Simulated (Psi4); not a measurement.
Cl3Zr, charge +1, singlet, geometry from GFN2-xTB (such geometries of metal compounds can be far from the true shape) (the multiplicity is a formal guess) (core potentials on Zr), with bond 3-1 at 1.3 times its length; BLYP/def2-SV(P) run with Psi4 1.11.

Here is a job for Psi4.
```
memory 2 GB

molecule {
1 1
Zr    0.15875433    0.51056675    0.33588799
Cl    1.74782318   -0.70230034   -0.68954777
Cl   -1.21938906   -1.71947050    1.62362863
Cl   -1.22000682    0.70581332   -1.42723463
}

set {
  basis def2-sv(p)
  diis_max_vecs 3
}

energy('blyp')
print_variables()
```

Output, abridged:

```
   => Loading Basis Set <=

    Name: DEF2-SV(P)
    Role: ORBITAL
    Keyword: BASIS

    !!!  WARNING: ECP capability is in beta. Please check occupations closely.  !!!

         ---------------------------------------------------------
                                   SCF
               by Justin Turney, Rob Parrish, Andy Simmonett
                          and Daniel G. A. Smith
                              RKS Reference
         ---------------------------------------------------------

  ==> Geometry <==

    Molecular point group: c1
    Full point group: C1

    Geometry (in Angstrom), charge = 1, multiplicity = 1:

       Center              X                  Y                   Z               Mass
    ------------   -----------------  -----------------  -----------------  -----------------
         ZR           0.209627898778     0.582958441933     0.269398573771    89.904697700000
         CL           1.798696748778    -0.629908648067    -0.756037186229    34.968852682000
         CL          -1.168515491222    -1.647078808067     1.557139213771    34.968852682000
         CL          -1.169133251222     0.778205011933    -1.493724046229    34.968852682000

  Running in c1 symmetry.

  Rotational constants: A =      0.06287  B =      0.04628  C =      0.03423 [cm^-1]
  Rotational constants: A =   1884.85435  B =   1387.48434  C =   1026.17898 [MHz]
  Nuclear repulsion =  256.962082147045180

  Charge       = 1
  Multiplicity = 1
  Electrons    = 62
  Nalpha       = 31
  Nbeta        = 31

  ==> Algorithm <==

  SCF Algorithm Type is DF.
  DIIS enabled.
  MOM disabled.
  Fractional occupation disabled.
  Guess Type is SAD.
  Energy threshold   = 1.00e-06
  Density threshold  = 1.00e-06
  Integral threshold = 1.00e-12

  ==> Primary Basis <==

  Basis Set: DEF2-SV(P)
    Blend: DEF2-SV(P)
    Number of shells: 34
    Number of basis functions: 78
    Number of Cartesian functions: 83
    Spherical Harmonics?: true
    Max angular momentum: 2

  Core potential: DEF2-SV(P)
    Number of shells: 4
    Number of ECP primitives: 14
    Number of ECP core electrons: 28
    Max angular momentum: 3

  ==> DFT Potential <==

   => LibXC <=

    Version 7.1.2
    S. Lehtola, C. Steigemann, M. J. T. Oliveira, and M. A. L. Marques,  SoftwareX 7, 1–5 (2018) (10.1016/j.softx.2017.11.002)

   => Composite Functional: BLYP <=

    BLYP GGA Exchange-Correlation Functional

    P.J. Stephens et. al., J. Phys. Chem., 98, 11623-11627, 1994
    B. Miehlich et. al., Chem. Phys. Lett., 157(3), 200-206 1989

    Deriv               =              1
    GGA                 =           TRUE
    Meta                =          FALSE

    Exchange Hybrid     =          FALSE
    MP2 Hybrid          =          FALSE

   => Exchange Functionals <=

    1.0000     XC_GGA_X_B88

   => Correlation Functionals <=

    1.0000     XC_GGA_C_LYP

   => LibXC Density Thresholds  <==

    XC_GGA_C_LYP:  1.00E-14
    XC_GGA_X_B88:  1.00E-15

   => Molecular Quadrature <=

    Radial Scheme          =       TREUTLER
    Pruning Scheme         =           NONE
    Nuclear Scheme         =       TREUTLER

    Blocking Scheme        =         OCTREE
    BS radius alpha        =              1
    Pruning alpha          =              1
    Radial Points          =             75
    Spherical Points       =            302
    Total Points           =          87535
    Total Blocks           =            765
    Max Points             =            255
    Max Functions          =             72
    Weights Tolerance      =       1.00E-15

   => Loading Basis Set <=

    Name: (DEF2-SV(P) AUX)
    Role: JKFIT
    Keyword: DF_BASIS_SCF

  ==> Integral Setup <==

  SCF_SUBTYPE=INCORE selected. In-core MEM_DF algorithm will be used.
  Using in-core AOs.

  ==> MemDFJK: Density-Fitted J/K Matrices <==

    J tasked:                   Yes
    K tasked:                    No
    wK tasked:                   No
    Algorithm:                 Core
[...]
   @DF-RKS iter  69: -1426.93020852802852    8.98842e-02   4.95868e-03 DIIS/ADIIS
   @DF-RKS iter  70: -1427.02860599022256   -9.83975e-02   1.20923e-03 DIIS/ADIIS
   @DF-RKS iter  71: -1427.01235680450577    1.62492e-02   2.38051e-03 DIIS/ADIIS
   @DF-RKS iter  72: -1426.99657955278440    1.57773e-02   3.00723e-03 DIIS/ADIIS
   @DF-RKS iter  73: -1427.03331526005877   -3.67357e-02   5.75980e-04 DIIS/ADIIS
   @DF-RKS iter  74: -1427.01798510226126    1.53302e-02   1.74988e-03 DIIS/ADIIS
   @DF-RKS iter  75: -1427.03488069495165   -1.68956e-02   1.30160e-04 DIIS/ADIIS
   @DF-RKS iter  76: -1427.03430012901231    5.80566e-04   4.01648e-04 DIIS/ADIIS
   @DF-RKS iter  77: -1427.03475498806552   -4.54859e-04   2.08385e-04 DIIS/ADIIS
   @DF-RKS iter  78: -1427.03486577105787   -1.10783e-04   1.31631e-04 DIIS/ADIIS
   @DF-RKS iter  79: -1427.03470078727696    1.64984e-04   2.33716e-04 DIIS/ADIIS
   @DF-RKS iter  80: -1427.03492826144884   -2.27474e-04   7.73966e-05 DIIS
   @DF-RKS iter  81: -1427.03475699378646    1.71268e-04   2.14013e-04 DIIS/ADIIS
   @DF-RKS iter  82: -1427.03462325651321    1.33737e-04   2.47406e-04 DIIS/ADIIS
   @DF-RKS iter  83: -1427.03494100931175   -3.17753e-04   5.23818e-05 DIIS
   @DF-RKS iter  84: -1427.03486582265828    7.51867e-05   1.44702e-04 DIIS/ADIIS
   @DF-RKS iter  85: -1427.03493173612196   -6.59135e-05   7.29633e-05 DIIS
   @DF-RKS iter  86: -1427.03492221447414    9.52165e-06   7.71092e-05 DIIS
   @DF-RKS iter  87: -1427.03487774099654    4.44735e-05   1.22200e-04 DIIS/ADIIS
   @DF-RKS iter  88: -1427.03494795482584   -7.02138e-05   3.62954e-05 DIIS
   @DF-RKS iter  89: -1427.03489956603198    4.83888e-05   1.15558e-04 DIIS/ADIIS
   @DF-RKS iter  90: -1427.03489826171949    1.30431e-06   1.03873e-04 DIIS/ADIIS
   @DF-RKS iter  91: -1427.03494867006475   -5.04083e-05   3.10725e-05 DIIS
   @DF-RKS iter  92: -1427.03492733111784    2.13389e-05   7.61989e-05 DIIS
   @DF-RKS iter  93: -1427.03494852007839   -2.11890e-05   3.56502e-05 DIIS
   @DF-RKS iter  94: -1427.03494436160145    4.15848e-06   4.27899e-05 DIIS
   @DF-RKS iter  95: -1427.03492010298419    2.42586e-05   7.91820e-05 DIIS
   @DF-RKS iter  96: -1427.03495194432503   -3.18413e-05   1.90451e-05 DIIS
   @DF-RKS iter  97: -1427.03493812098031    1.38233e-05   6.20365e-05 DIIS
   @DF-RKS iter  98: -1427.03494550295773   -7.38198e-06   4.17463e-05 DIIS
   @DF-RKS iter  99: -1427.03495145610691   -5.95315e-06   1.96946e-05 DIIS
   @DF-RKS iter 100: -1427.03494053051895    1.09256e-05   5.12065e-05 DIIS

PsiException: Could not converge SCF iterations in 100 iterations.

  Failed to converge.

Traceback (most recent call last):
  File "psi4", line 375, in <module>
  File "<string>", line 25, in <module>
  File "site-packages/psi4/driver/driver.py", line 533, in energy
  File "site-packages/psi4/driver/procrouting/proc.py", line 2760, in run_scf
  File "site-packages/psi4/driver/procrouting/proc.py", line 2047, in scf_helper
  File "site-packages/psi4/driver/procrouting/scf_proc/scf_iterator.py", line 93, in scf_compute_energy
  File "site-packages/psi4/driver/procrouting/scf_proc/scf_iterator.py", line 86, in scf_compute_energy
  File "site-packages/psi4/driver/procrouting/scf_proc/scf_iterator.py", line 609, in scf_iterate

psi4.driver.p4util.exceptions.SCFConvergenceError: Could not converge SCF iterations in 100 iterations.

Printing out the relevant lines from the Psithon --> Python processed input file:
    Cl   -1.22000682    0.70581332   -1.42723463
    """)
    core.IO.set_default_namespace("")
    core.set_global_option("BASIS", "def2-sv(p)")
    core.set_global_option("DIIS_MAX_VECS", 3)
--> energy('blyp')
    print_variables()

!-------------------------------------------------------!
!                                                       !
!  Could not converge SCF iterations in 100 iterations. !
!                                                       !
!-------------------------------------------------------!
```

The run did not converge; its last values are not results.
